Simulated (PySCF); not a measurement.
C₂H₃O₃, multiplicity 2. Atoms are numbered in the order given.

```xyz
8

C     -0.0415     1.8039     0.0000
O      0.6959     0.5707     0.0000
C      0.0119    -0.5583     0.0000
O      0.6371    -1.6506     0.0000
O     -1.2316    -0.6480     0.0000
H     -1.1238     1.6178     0.0000
H      0.2446     2.3666     0.8987
H      0.2446     2.3666    -0.8987
```
Charge 0, spin multiplicity 2.

Geometry optimised at r2SCAN-D4/def2-SVP. The geometry has at least one imaginary mode, so it is a saddle point at that level. The isomer is the one that the SMILES or the coordinates give; other isomers of the formula were not compared.

Method: PBE/def2-TZVP run with PySCF.

ESP charges are fitted to the potential on shells at 1.4 to 2.0 van der Waals radii. Atomic charges (e):

```tsv
atom	ESP fit	Mulliken	Löwdin	meta-Löwdin	Mulliken spin
C1	-0.29	-0.22	___	-0.15	0.01
O2	-0.22	-0.17	0.29	-0.29	0.01
C3	0.72	0.35	___	0.63	-0.06
O4	-0.33	-0.18	0.22	-0.28	0.56
O5	-0.35	-0.22	0.19	-0.32	0.48
H6	0.16	0.15	___	0.14	0.00
H7	0.16	0.14	___	0.14	0.00
H8	0.16	0.14	___	0.14	0.00
```

Problem. What belongs in the gaps? (Estimate from the structure and the level; the computed values follow.)

Solution. 
- C1, Löwdin: -0.30
- C3, Löwdin: -0.77
- H6, Löwdin: 0.12
- H7, Löwdin: 0.12
- H8, Löwdin: 0.12

Computed Mayer and Wiberg (Löwdin basis) orders of the bonds:
```
bond   Mayer  Wiberg
-----  -----  ------
C1–O2   0.90    1.38
O2–C3   1.26    1.77
C3–O4   1.62    2.28
C3–O5   1.64    2.34
C1–H6   0.96    0.92
C1–H7   0.96    0.94
C1–H8   0.96    0.94
```
